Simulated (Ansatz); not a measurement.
Steps of a relaxation of B2H4O2S (`OB(O)BS`) with RKS PBE-D4/def2-SVP.

```sh
$ ansatz run in.yaml --threads 2 --pin off --events-out ev --progress --plain --max-ram 4352MiB
```

```yaml
crystal:
  periodic: [false, false, false]
  atoms:
    - {symbol: O, position_ang: [-0.211400, 1.227100, 1.196800]}
    - {symbol: B, position_ang: [0.551200, 0.488900, 0.256100]}
    - {symbol: O, position_ang: [1.959700, 0.364600, 0.467300]}
    - {symbol: B, position_ang: [-0.069600, -0.215900, -1.069600]}
    - {symbol: S, position_ang: [-1.991800, -0.069100, -1.387700]}
    - {symbol: H, position_ang: [-0.556900, 0.635700, 1.867700]}
    - {symbol: H, position_ang: [2.114700, -0.443900, 1.048700]}
    - {symbol: H, position_ang: [0.559900, -0.833800, -1.822900]}
    - {symbol: H, position_ang: [-2.267300, -1.200000, -0.573600]}
basis:
  gaussian: {orbitals: def2-SVP}
hamiltonian: {xc: pbe, dispersion: d4}
relax: {f_tol: 0.03, max_steps: 200}
```

Positions (Å) and forces (eV/Å) along the path, 15 of 17 steps:

```xyz
9
step=1 energy=-16329.0065 eV
O    -0.211    1.227    1.197    1.021   -0.544   -1.238
B     0.551    0.489    0.256    1.620    1.810    2.668
O     1.960    0.365    0.467   -1.054   -1.313    0.759
B    -0.070   -0.216   -1.070   -2.851   -0.220   -1.031
S    -1.992   -0.069   -1.388    0.663   -1.082    0.579
H    -0.557    0.636    1.868   -0.512   -0.186    0.689
H     2.115   -0.444    1.049    0.096    1.268   -0.720
H     0.560   -0.834   -1.823    0.689   -0.705   -1.106
H    -2.267   -1.200   -0.574    0.329    0.973   -0.600
9
step=2 energy=-16329.4219 eV
O    -0.145    1.226    1.218    0.448   -0.814   -0.108
B     0.568    0.440    0.301    0.878    0.659    0.954
O     1.967    0.314    0.468   -0.699   -1.206    0.540
B    -0.137   -0.255   -1.091   -1.113   -0.035   -0.646
S    -2.013   -0.118   -1.443    0.539   -0.722    0.219
H    -0.574    0.682    1.903   -0.289    0.276   -0.079
H     2.164   -0.366    1.175   -0.003    1.120   -0.615
H     0.495   -0.791   -1.970    0.231    0.116   -0.244
H    -2.236   -1.179   -0.579    0.008    0.606   -0.021
9
step=3 energy=-16329.8260 eV
O    -0.072    1.186    1.241   -0.419   -1.166    1.308
B     0.586    0.364    0.335    0.147   -0.148   -0.485
O     1.970    0.226    0.441   -0.003   -1.685    1.480
B    -0.189   -0.294   -1.136    0.314    0.114   -0.758
S    -2.017   -0.222   -1.527    0.566   -1.082    0.605
H    -0.665    0.687    1.877    0.363    0.830   -1.087
H     2.216   -0.253    1.317   -0.396    1.590   -1.614
H     0.491   -0.684   -2.133   -0.328    0.664    0.696
H    -2.231   -1.057   -0.432   -0.244    0.882   -0.145
9
step=4 energy=-16330.3767 eV
O    -0.015    1.130    1.280   -0.795   -1.389    1.379
B     0.587    0.308    0.332    0.058   -0.168   -0.732
O     1.961    0.118    0.395    0.150   -1.300    2.345
B    -0.191   -0.303   -1.157    0.249    0.210   -0.610
S    -2.001   -0.369   -1.543    1.075   -0.451   -0.260
H    -0.742    0.666    1.809    0.823    0.964   -1.214
H     2.231   -0.134    1.375   -0.561    1.289   -2.366
H     0.517   -0.572   -2.172   -0.452    0.558    0.680
H    -2.259   -0.889   -0.336   -0.546    0.288    0.780
9
step=5 energy=-16330.8819 eV
O     0.045    1.052    1.340   -1.315   -1.489    0.846
B     0.582    0.274    0.309    0.253   -0.196   -0.344
O     1.939   -0.008    0.365    0.174   -0.287    2.782
B    -0.196   -0.285   -1.170    1.362    0.380   -0.006
S    -1.886   -0.512   -1.567   -1.020   -0.865    1.496
H    -0.816    0.654    1.714    1.375    1.011   -1.030
H     2.226   -0.012    1.384   -0.656    0.463   -2.764
H     0.508   -0.464   -2.174   -0.171    0.373    0.297
H    -2.314   -0.745   -0.218   -0.002    0.608   -1.277
9
step=6 energy=-16331.2810 eV
O     0.093    0.934    1.400   -1.895   -0.963    0.456
B     0.620    0.236    0.319   -0.239   -0.159   -0.199
O     1.940   -0.115    0.401    0.772    0.622    2.156
B    -0.150   -0.243   -1.171   -0.921   -0.321   -0.202
S    -1.921   -0.695   -1.511    1.208    0.340    0.948
H    -0.878    0.670    1.583    1.828    0.821   -0.614
H     2.263    0.119    1.363   -0.635   -0.472   -2.164
H     0.526   -0.356   -2.190   -0.197    0.114    0.139
H    -2.404   -0.597   -0.211    0.078    0.018   -0.520
9
step=7 energy=-16331.5828 eV
O     0.069    0.773    1.452   -0.329   -0.151    0.156
B     0.646    0.176    0.345   -0.493    0.109    0.009
O     1.995   -0.050    0.389    0.058   -0.075    0.336
B    -0.184   -0.271   -1.100    0.439    0.096   -0.050
S    -1.861   -0.736   -1.461   -0.061    0.128    0.045
H    -0.911    0.787    1.425    0.464    0.057   -0.131
H     2.332    0.120    1.299   -0.048    0.061   -0.304
H     0.510   -0.288   -2.106   -0.199   -0.134   -0.073
H    -2.507   -0.558   -0.261    0.170   -0.091    0.012
9
step=9 energy=-16331.6638 eV
O     0.007    0.738    1.444   -0.255    0.022   -0.076
B     0.612    0.169    0.341    0.176   -0.060   -0.098
O     1.942   -0.148    0.450   -0.078   -0.020   -0.037
B    -0.143   -0.206   -1.161    0.015   -0.024    0.025
S    -1.839   -0.703   -1.392   -0.054   -0.007    0.143
H    -0.934    0.941    1.276    0.165   -0.011    0.034
H     2.283    0.054    1.342    0.005    0.027    0.079
H     0.457   -0.208   -2.221   -0.029    0.061    0.029
H    -2.297   -0.683   -0.096    0.055    0.012   -0.100
9
step=11 energy=-16331.6779 eV
O    -0.029    0.741    1.389   -0.126    0.073   -0.063
B     0.622    0.157    0.318    0.161   -0.042    0.018
O     1.931   -0.214    0.501   -0.115    0.047   -0.003
B    -0.132   -0.173   -1.189   -0.011   -0.076   -0.088
S    -1.829   -0.720   -1.322    0.023    0.030    0.172
H    -0.936    1.013    1.152    0.121   -0.039    0.050
H     2.234   -0.001    1.407   -0.043   -0.020   -0.021
H     0.406   -0.102   -2.283   -0.061    0.032    0.104
H    -2.179   -0.747    0.010    0.051   -0.005   -0.170
9
step=12 energy=-16331.6812 eV
O    -0.024    0.762    1.377    0.013    0.006   -0.023
B     0.624    0.158    0.314    0.053    0.008    0.008
O     1.926   -0.226    0.507   -0.052    0.005    0.010
B    -0.134   -0.169   -1.189    0.006   -0.057   -0.031
S    -1.827   -0.726   -1.316    0.002    0.006    0.130
H    -0.928    1.033    1.139   -0.004    0.004    0.009
H     2.219   -0.021    1.418   -0.016   -0.005   -0.013
H     0.394   -0.079   -2.283   -0.029    0.032    0.035
H    -2.161   -0.777    0.016    0.027    0.001   -0.125
9
step=13 energy=-16331.6843 eV
O    -0.014    0.804    1.356    0.092   -0.038   -0.016
B     0.627    0.162    0.309   -0.058    0.038    0.023
O     1.910   -0.264    0.523   -0.010   -0.010    0.019
B    -0.138   -0.159   -1.192    0.019   -0.017    0.012
S    -1.817   -0.754   -1.303   -0.014   -0.009    0.058
H    -0.910    1.089    1.112   -0.044    0.017   -0.016
H     2.190   -0.062    1.438    0.009    0.002   -0.007
H     0.367   -0.020   -2.290   -0.006    0.015   -0.009
H    -2.126   -0.843    0.030    0.013    0.002   -0.064
9
step=14 energy=-16331.6859 eV
O     0.002    0.849    1.340    0.067   -0.047   -0.036
B     0.624    0.165    0.308   -0.040    0.041    0.035
O     1.889   -0.306    0.540   -0.042    0.010    0.015
B    -0.143   -0.149   -1.192    0.011    0.005   -0.003
S    -1.808   -0.785   -1.298   -0.003   -0.012    0.022
H    -0.886    1.157    1.090   -0.005    0.001   -0.013
H     2.168   -0.098    1.454    0.017   -0.001   -0.002
H     0.339    0.039   -2.293   -0.009   -0.001    0.014
H    -2.097   -0.918    0.035    0.003    0.004   -0.031
9
step=15 energy=-16331.6863 eV
O     0.014    0.872    1.335    0.042   -0.021   -0.002
B     0.622    0.169    0.308   -0.037    0.017    0.013
O     1.876   -0.328    0.546   -0.028    0.016    0.009
B    -0.149   -0.141   -1.190   -0.005   -0.010    0.007
S    -1.799   -0.815   -1.300    0.009    0.021    0.005
H    -0.869    1.194    1.085   -0.007    0.003   -0.011
H     2.159   -0.117    1.458    0.014   -0.005   -0.004
H     0.326    0.070   -2.289    0.003   -0.008   -0.010
H    -2.092   -0.951    0.030    0.007   -0.013   -0.007
9
step=16 energy=-16331.6864 eV
O     0.024    0.889    1.335   -0.019    0.021    0.011
B     0.617    0.173    0.311    0.003   -0.035   -0.016
O     1.864   -0.341    0.549   -0.003    0.016    0.005
B    -0.152   -0.139   -1.186   -0.008    0.006   -0.001
S    -1.799   -0.819   -1.305    0.012   -0.009   -0.009
H    -0.856    1.222    1.086    0.013   -0.005    0.000
H     2.156   -0.125    1.457    0.011   -0.008    0.002
H     0.321    0.082   -2.285   -0.003    0.004   -0.001
H    -2.086   -0.988    0.023   -0.006    0.009    0.009
9
step=17 energy=-16331.6865 eV
O     0.023    0.886    1.336   -0.016   -0.001    0.009
B     0.616    0.168    0.313    0.023    0.023   -0.027
O     1.867   -0.337    0.547   -0.011   -0.003    0.012
B    -0.152   -0.140   -1.186   -0.006   -0.012    0.006
S    -1.799   -0.820   -1.306   -0.003    0.000   -0.002
H    -0.858    1.216    1.087    0.006   -0.003    0.000
H     2.160   -0.121    1.455    0.007   -0.005   -0.002
H     0.323    0.079   -2.285    0.002    0.003    0.002
H    -2.091   -0.978    0.021   -0.002   -0.001    0.001
```

Run time 23 s (2 threads of an Arm Neoverse V2 on a shared host); peak host memory 0.12 GiB.
